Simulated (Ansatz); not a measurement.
TeCl2, SMILES Cl[Te]Cl.

Geometry: B3LYP-D3(BJ)/def2-TZVP. The isomer is the one that the SMILES or the coordinates give; other isomers of the formula were not compared. The def2 effective core potentials stand for the cores of Te; spin–orbit coupling is left out.

Two levels are set side by side: PBE/def2-SVPD (Ansatz, a program for electronic structure) and PBE0/def2-SVPD (Ansatz). Energy differences of separate SCF runs at the same geometry; the states with an electron removed or added have multiplicity 2 and 2. Differences are taken from unrounded values.

```tsv
quantity	PBE0	PBE	PBE minus PBE0
vertical ionisation energy (eV)	8.92	8.66	-0.26
vertical electron affinity (eV)	1.21	1.17	-0.03
vertical singlet–triplet gap (eV)	1.73	1.62	-0.11
```
